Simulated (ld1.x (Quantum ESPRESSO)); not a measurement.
Scattering properties, PAW potential for H (Z = 1)

```json
{"Element": "H (Z = 1)", "Generator": "ld1.x (Quantum ESPRESSO) 7.5", "Type": "PAW", "Functional": "LDA (PZ)", "Relativity": "scalar-relativistic", "Frozen core": "none", "Valence charge": "1", "Reference configuration": "1s1", "Partial waves": "1s (bound): rcut 1.05, rcutus 1.25 bohr; 1s channel at -0.05 Ry: rcut 1.05, rcutus 1.25 bohr; 2p channel at 0.45 Ry: rcut 1.15, rcutus 1.35 bohr; 2p channel at 1 Ry: rcut 1.15, rcutus 1.35 bohr", "Local potential": "all-electron potential smoothed inside 1.30 bohr (lloc = -1)", "Core correction": "none", "Augmentation charge": "GAUSS, radius 1.00 bohr"}
```

The phase is arctan(r·u′/u) with u = r·R(r), unwrapped; energies in Ry, scanned from -2 to 5 Ry. A pole is an energy at which the radial function vanishes at the test radius. The pseudo phase is shifted by a multiple of π to meet the all-electron one at the reference energy, and phase errors are pseudo minus all-electron; the curves can meet again beyond the range given. Levels narrower than the energy grid can be missing from the lists of poles.

**Question.** For each channel, where are the poles, and over which energies does the pseudopotential scatter like the atom?

**Answer.**

```tsv
channel	radius (bohr)	reference energy (Ry)	poles, all-electron	poles, pseudo	unbroken range about the reference energy with phases within 0.05 rad	phase error 1 Ry above the reference energy (rad)
s	1.50	-0.47	1.52	1.52	the whole range	-0.000
p	1.50	0.45	none	none	the whole range	-0.000
```

Phases in the p channel:

```json
{"E (Ry)": "-2.00", "all-electron": "1.176", "pseudo": "1.176"}
{"E (Ry)": "-1.52", "all-electron": "1.143", "pseudo": "1.143"}
{"E (Ry)": "-1.04", "all-electron": "1.103", "pseudo": "1.103"}
{"E (Ry)": "-0.56", "all-electron": "1.050", "pseudo": "1.050"}
{"E (Ry)": "-0.08", "all-electron": "0.981", "pseudo": "0.981"}
{"E (Ry)": "0.40", "all-electron": "0.884", "pseudo": "0.884"}
{"E (Ry)": "0.88", "all-electron": "0.744", "pseudo": "0.744"}
{"E (Ry)": "1.36", "all-electron": "0.532", "pseudo": "0.532"}
{"E (Ry)": "1.84", "all-electron": "0.214", "pseudo": "0.214"}
{"E (Ry)": "2.32", "all-electron": "-0.203", "pseudo": "-0.203"}
{"E (Ry)": "2.80", "all-electron": "-0.609", "pseudo": "-0.609"}
{"E (Ry)": "3.28", "all-electron": "-0.908", "pseudo": "-0.908"}
{"E (Ry)": "3.76", "all-electron": "-1.106", "pseudo": "-1.107"}
{"E (Ry)": "4.24", "all-electron": "-1.239", "pseudo": "-1.240"}
{"E (Ry)": "4.72", "all-electron": "-1.332", "pseudo": "-1.333"}
```
